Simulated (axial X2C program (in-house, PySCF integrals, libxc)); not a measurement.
**Outer orbitals of HfCl at 2.301 Å, HF**

All values were computed with an in-house relativistic program for diatomic molecules. Spin-free means the one-electron spin-free X2C Hamiltonian; two-component (2c) means X2C with spin–orbit coupling and atomic mean-field two-electron Coulomb and Gaunt terms, so the difference of the two also holds small scalar two-electron terms. Basis: Hf dyall-cv3z [13s14p9d7f4g], Cl dyall-av3z [9s8p3d2f] (cores contracted in-house); Gaussian nuclei, density fitting, unrestricted open shells. Masses: Hf 179.947 u, Cl 34.969 u.

The distance is close to the 2c PBE0 minimum; the highest filled and lowest empty levels are listed.

Spin-free orbitals, state M_S = 1/2, Λ = 2 (beyond evenly filled blocks: δ+α) (Löwdin shares):

```
symmetry  occupied  ε (eV)             atomic character
     φ+α       yes  -32.96                    100% Hf f
      σα       yes  -32.91                    100% Hf f
     δ+α       yes  -32.90                    100% Hf f
     π+α       yes  -32.89                    100% Hf f
     π-α       yes  -32.87                    100% Hf f
      σβ       yes  -32.84                    100% Hf f
     δ+β       yes  -32.84                    100% Hf f
     δ-β       yes  -32.84                    100% Hf f
     δ-α       yes  -32.83                    100% Hf f
     π-β       yes  -32.83                    100% Hf f
     π+β       yes  -32.83                    100% Hf f
     φ-α       yes  -32.76                    100% Hf f
     φ-β       yes  -32.75                    100% Hf f
     φ+β       yes  -32.75                    100% Hf f
      σβ       yes  -29.31   74% Cl s, 8% Hf d, 7% Hf p
      σα       yes  -29.11   74% Cl s, 8% Hf d, 7% Hf p
      σβ       yes  -14.09   81% Cl p, 8% Hf d, 4% Hf s
      σα       yes  -13.93   80% Cl p, 9% Hf d, 3% Hf s
     π+β       yes  -12.89   82% Cl p, 7% Hf d, 5% Hf f
     π-β       yes  -12.89   82% Cl p, 7% Hf d, 5% Hf f
     π+α       yes  -12.79   80% Cl p, 8% Hf d, 5% Hf f
     π-α       yes  -12.79   81% Cl p, 8% Hf d, 5% Hf f
     δ+α       yes   -8.69                     99% Hf d
      σα       yes   -7.91  55% Hf s, 30% Hf d, 8% Cl p
      σβ       yes   -6.61  60% Hf s, 29% Hf p, 6% Cl p
     π+α        no    0.44   85% Hf p, 7% Hf d, 5% Cl p
     π-β        no    0.57  83% Hf p, 14% Hf d, 3% Cl p
     π+β        no    0.57  83% Hf p, 14% Hf d, 3% Cl p
     π-α        no    0.62   87% Hf p, 6% Hf d, 5% Cl p
```

Spinors with spin–orbit coupling (state Ω = 3/2):

| ω | occupied | ε (eV) | atomic character | λ mixture |
| --- | --- | --- | --- | --- |
| 1/2 | yes | -31.99 | 99% Hf f | 58% σ, 42% π |
| -1/2 | yes | -31.98 | 100% Hf f | 55% σ, 45% π |
| 3/2 | yes | -31.97 | 100% Hf f | 72% π, 28% δ |
| -3/2 | yes | -31.96 | 100% Hf f | 70% π, 30% δ |
| 5/2 | yes | -31.95 | 100% Hf f | 86% δ, 14% φ |
| -5/2 | yes | -31.94 | 100% Hf f | 85% δ, 15% φ |
| -7/2 | yes | -31.91 | 100% Hf f | 100% φ |
| 7/2 | yes | -31.89 | 100% Hf f | 100% φ |
| 1/2 | yes | -29.28 | 74% Cl s, 8% Hf d, 7% Hf p | 100% σ |
| -1/2 | yes | -29.14 | 74% Cl s, 8% Hf d, 7% Hf p | 100% σ |
| 1/2 | yes | -14.05 | 81% Cl p, 8% Hf d, 4% Hf s | 100% σ |
| -1/2 | yes | -13.96 | 80% Cl p, 8% Hf d, 4% Hf s | 100% σ |
| -1/2 | yes | -12.96 | 81% Cl p, 8% Hf d, 5% Hf f | 100% π |
| 3/2 | yes | -12.91 | 81% Cl p, 9% Hf d, 5% Hf f | 100% π, 0% δ |
| 1/2 | yes | -12.87 | 80% Cl p, 8% Hf d, 5% Hf f | 100% π |
| -3/2 | yes | -12.78 | 81% Cl p, 8% Hf d, 5% Hf f | 100% π |
| 3/2 | yes | -8.84 | 94% Hf d, 3% Hf p | 86% δ, 14% π |
| -1/2 | yes | -8.06 | 53% Hf s, 27% Hf d, 8% Cl p | 91% σ, 9% π |
| 1/2 | yes | -7.14 | 47% Hf s, 34% Hf p, 10% Hf d | 76% σ, 24% π |
| -3/2 | no | 0.59 | 83% Hf p, 11% Hf d, 5% Cl p | 96% π, 4% δ |
| 1/2 | no | 0.60 | 66% Hf p, 20% Hf s, 7% Hf d | 76% π, 24% σ |
| -1/2 | no | 0.76 | 81% Hf p, 15% Hf d, 2% Cl p | 62% π, 38% σ |
| 1/2 | no | 0.83 | 63% Hf p, 25% Hf d, 8% Hf s | 95% σ, 5% π |

Q: How does the gap between the highest filled and lowest empty level change from the spin-free to the 2c table?

A: From 7.05 to 7.73 eV at HF, a change of 0.68 eV.

Mulliken charges and populations of the two-component result (they depend on the basis, above all on diffuse functions):

Hf 0.44 e (s 11.36 p 24.46 d 21.67 f 14.05 g 0.02), Cl -0.44 e (s 5.97 p 11.44 d 0.03). ⟨Lz⟩ = 2.02 ħ and ⟨Sz⟩ = -0.52 ħ (-0.55 and 0.03 on the two atoms), which add up to Ω.

Occupations by symmetry block were frozen at the best pattern of an incomplete PBE0 search. PBE0 can misorder states that lie within some tenths of an eV, so this need not be the ground state of the molecule. The nearest other spin-free determinant of the search, M_S = 1/2, Λ = 1, lies 0.33 eV up at the distance of the search. The determinant is spin-polarised beyond a pure state at some levels (its spin-free form has ⟨S²⟩ too high), which makes Re and μ there less reliable.
